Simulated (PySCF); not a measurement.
# Working out the ionisation energy of Hg²⁺

Hg²⁺ [Xe] 4f14 5d10 (1S) → Hg³⁺ [Xe] 4f14 5d9 (2D). All numbers are calculated (PySCF 2.14, scalar relativity through the core potential, in aug-cc-pwCVDZ-PP with ECP60MDF (6s6p5d3f, 70 functions)). Frozen: nothing. Energies in hartree (1 hartree = 27.21139 eV):

| part | Hg²⁺ (lower) | Hg³⁺ (upper) |
| --- | --- | --- |
| UHF | -151.598736 | -150.364806 |
| MP2 opposite-spin | -0.324867 | -0.290123 |
| MP2 same-spin | -0.160701 | -0.139291 |

What does Hartree-Fock give?

(-150.364806) − (-151.598736) = 1.233930 hartree = 33.577 eV.

What do MP2 and SCS-MP2 (6/5 opposite-spin, 1/3 same-spin) give?

The opposite-spin parts differ by 0.945 eV and the same-spin parts by 0.583 eV. MP2: 33.577 + (0.945) + (0.583) = 35.105 eV. SCS-MP2: 33.577 + 1.2 × (0.945) + (0.583)/3 = 34.905 eV.

Reference: 34.49 ± 0.05 eV (measured; NIST Atomic Spectra Database, ionization energies), between the lowest levels; spin-orbit coupling is absent from the calculation.

A double-zeta basis recovers only part of the correlation energy.

What remains against the reference includes basis incompleteness and correlation beyond second order.
